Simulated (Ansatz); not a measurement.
Cost and result for the atomization energy of ClH4SbSi (`[SiH3][SbH][Cl]`) (7 atoms, 6 bonds).

Total charge 0; spin multiplicity 1. Correlated methods include outer-core shells of Sb, which these sets cover unevenly. Sb: def2 effective core potential. Geometry: relaxed with PBE0-D4/def2-TZVP. Program: Ansatz. All runs use 4 threads of an AMD EPYC 9R45 on a shared host. Times are those of one run each, without the atoms' runs, and a repeat can differ threefold. Electronic energies, without spin–orbit coupling; frozen cores. CCSD(T)/CBS adds CCSD(T) − MP2 in def2-TZVPP to the MP2 limit, and its time is that of the two runs behind it. T1 = 0.013. With those shells the extrapolation isn't a true limit. HSE06 is the plane-wave form, built on full-range PBE exchange.

CCSD(T)/CBS is a level of theory with its own doubt, some kJ/mol a heavy atom from the limit and from the frozen cores, so smaller differences don't rank the functionals.

```tsv
level	functions	wall time	atomization (kcal/mol)	difference from CCSD(T)/CBS	per bond
LDA (SPW92)/def2-TZVPP	190	0.5 s	478.6	53.1	8.9
revPBE-D4/def2-TZVPP	190	0.7 s	414.8	-10.7	-1.8
HSE06-D4/def2-TZVPP	190	1.1 s	417.4	-8.1	-1.3
CCSD(T)/def2-SVP	82	1.1 s	378.4	-47.1	-7.8
r2SCAN-D4/def2-TZVPP (with forces)	190	1.4 s	421.9	-3.6	-0.6
r2SCANh-D4/def2-TZVPP	190	1.4 s	419.5	-6.0	-1.0
B2PLYP/def2-TZVPP	190	1.6 s	414.3	-11.2	-1.9
PBE-QIDH/def2-TZVPP	190	1.6 s	412.4	-13.1	-2.2
ωB97X-V/def2-TZVPP	190	2.4 s	430.4	4.9	0.8
ωB97M-V/def2-TZVPP (with forces)	190	3.3 s	422.5	-3.0	-0.5
MP2/def2-QZVPP	342	4.2 s	412.1	-13.4	-2.2
CCSD(T)/def2-TZVPP	190	17 s	408.2	-17.3	-2.9
CCSD(T)/CBS(def2)	–	21 s	425.5	0.0	0.0
```

Leaving LDA and LC-ωPBE aside and taking each functional with its dispersion term where it has one, the values, not all of them listed here, spread over 19.2 kcal/mol, from PBE-QIDH to B97M-V. LDA lies +60.3 kcal/mol from PBE without D4, its usual overbinding. From PBE to PBE0 (25 % exact exchange), in def2-TZVPP and without D4, the atomization energy moves by −4.4 kcal/mol: exact exchange takes away binding that semilocal exchange gives to molecules. The D4 term adds +7.2 kcal/mol with B3LYP and +3.7 kcal/mol with PBE0; it sums over pairs of atoms, weighted by their polarisabilities, and B3LYP, whose exchange is more repulsive, gets the larger term.

B3LYP here is the variant with VWN-RPA as its local correlation; programs differ in this.
